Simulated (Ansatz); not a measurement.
CH7FSSi2 (`CS[SiH](F)[SiH3]`), relaxed with RKS PBE0-D4/def2-TZVP in the Gaussian-basis code of Ansatz from a PBE-D4/def2-SVP geometry. The force threshold is 0.005 eV/Å; the program also tests the step.

Charge 0, multiplicity 1.

Start:

```xyz
12

C    -1.281    2.232   -0.224
S    -0.566    0.775   -1.094
Si    0.469   -0.197    0.504
F     1.867    0.579    0.910
Si    0.972   -2.355   -0.279
H    -1.895    1.919    0.643
H    -0.485    2.928    0.104
H    -1.929    2.747   -0.959
H    -0.385   -0.162    1.743
H     1.891   -3.056    0.686
H     1.643   -2.262   -1.622
H    -0.300   -3.148   -0.412
```

(1) By how much does the energy fall, and how many steps does the optimiser take? (Estimate.)

(2) Which bonds change most? (Estimate.)

(3) Give the relaxed structure. (An estimate is asked.)

Answers

(1) Ansatz gave: 0.07 eV, in 10 steps, 1 of them rejected.

(2) The calculation gave: Si3–F4 from 1.650 to 1.608 Å; S2–Si3 from 2.137 to 2.109 Å; C1–S2 from 1.842 to 1.818 Å; Si5–H12 from 1.505 to 1.487 Å.

(3) The calculation gave: 
```xyz
12

C    -1.250    2.229   -0.220
S    -0.566    0.784   -1.087
Si    0.435   -0.201    0.486
F     1.772    0.576    0.929
Si    0.978   -2.346   -0.280
H    -1.823    1.920    0.654
H    -0.457    2.914    0.073
H    -1.915    2.731   -0.922
H    -0.436   -0.187    1.692
H     1.921   -3.000    0.665
H     1.606   -2.263   -1.624
H    -0.266   -3.156   -0.367
```
